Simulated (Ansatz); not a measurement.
Program: Ansatz. Geometries: PBE0-D4/def2-TZVP. ΔE: electronic, gas phase. CCSD(T)/CBS adds triple-zeta CCSD(T) − MP2 to the extrapolated MP2 energy (def2 sets, frozen cores). This one scheme is used for every species. Functionals use def2-TZVPP. Elements past krypton have def2 core potentials. For Sn outer-core shells are correlated without core-valence functions, which leaves a few kJ/mol of doubt a bond. Each species was taken in one conformer, which may not be the lowest.

Consider the redistribution: `[OH][SnH]([Cl])[Cl]` + `B[SiH2]F` → `[OH][SnH]([Cl])[SiH2]F` + `BCl`.

```tsv
level	ΔE (kJ/mol)
PBE-D4	-55.3
B2PLYP	-48.5
CCSD(T)/def2-TZVPP	-47.6
HF/def2-QZVPP	-28.2
```

Question: What does CCSD(T)/CBS give? (Estimate.)

Answer: The calculation gave: -45.3 kJ/mol. The listed levels differ from it by -10.0, -3.2, -2.3, 17.1 kJ/mol.

Largest T1 diagnostic among the species: 0.013.

In def2-TZVPP, CCSD(T) changes the Hartree–Fock value by −18.0 kJ/mol (the triples alone add −2.6 kJ/mol) and MP2 by −22.6 kJ/mol. From PBE to PBE0 (25 % exact exchange), in def2-TZVPP and without D4, ΔE moves by +4.8 kJ/mol.
